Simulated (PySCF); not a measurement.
Se(F)(Me) (CH3FSe), SMILES C[Se]F. The structure is a stationary point at PBE0-D3(BJ)/def2-TZVP.

Problem. Give the equilibrium geometry at PBE0-D3(BJ)/def2-TZVP (PySCF confirms it by a frequency run) as bond lengths and angles, and its point group. (The exact figures need the calculation; the answer reports its results.)

Solution. point group Cs.
Atoms: Se1 F2 C3 H4 H5 H6. Bonds (Å): Se1–F2 1.761, Se1–C3 1.921, C3–H4 1.093, C3–H5 1.088, C3–H6 1.088. Angles (°): F2–Se1–C3 96.1, Se1–C3–H4 105.3, Se1–C3–H5 110.4, Se1–C3–H6 110.4, H4–C3–H5 109.5, H4–C3–H6 109.5, H5–C3–H6 111.5.
